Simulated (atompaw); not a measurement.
Cutoff test, fluorine (F), PAW (atompaw)

```
Element                 : fluorine
Generator               : atompaw 4.2.0.5
Type                    : PAW
Functional              : LDA (PW92)
Relativity              : scalar-relativistic
Frozen core             : [He]
Valence charge          : 7
Reference configuration : 2s2 2p5
Partial waves           : 2s (bound): rc 1.60 bohr; 2s channel at -1.7 Ry: rc 1.60 bohr; 2p (bound): rc 1.60 bohr; 2p channel at 0.65 Ry: rc 1.60 bohr
Local potential         : ultrasoft scheme with l = 2 at 0 Ry, radius 1.40 bohr
Core correction         : smooth core density matched at 1.45 bohr
Augmentation charge     : sinc compensation charge, radius 1.50 bohr; PAW radius 1.60 bohr; waves and projectors: custom rrkj vanderbiltortho
```

The pseudo-atom Hamiltonian at the reference potential is diagonalised in spherical Bessel functions j_l(qr) that vanish at 20 bohr, with q² up to the cutoff. All-electron valence levels (Ry): 2s -2.1792, 2p -0.8302.

Task: How do the lowest levels (Ry) of each channel move with the cutoff, and are there ghosts?

Result:

```
cutoff (Ry)     s #1     s #2     p #1    p #2    d #1    f #1    f #2  Σ f·Δε (mRy)
          8  -2.0677  -0.0009  -0.5248  0.0453  0.0806  0.1211  0.2658        1750.0
         12  -2.1553  -0.0033  -0.7154  0.0442  0.0806  0.1211  0.2658         621.6
         21  -2.1788  -0.0044  -0.8193  0.0435  0.0806  0.1211  0.2658          55.3
         30  -2.1790  -0.0044  -0.8297  0.0433  0.0806  0.1211  0.2658           2.9
         45  -2.1792  -0.0044  -0.8300  0.0433  0.0806  0.1211  0.2658           0.8
         55  -2.1792  -0.0045  -0.8302  0.0433  0.0806  0.1211  0.2658           0.2
        400  -2.1792  -0.0045  -0.8302  0.0433  0.0806  0.1211  0.2658           0.0
```

Result: no extra level below or beside the all-electron valence levels (s, p, d, f tested); 10 mRy is reached at 30 Ry and 1 mRy at 45 Ry.
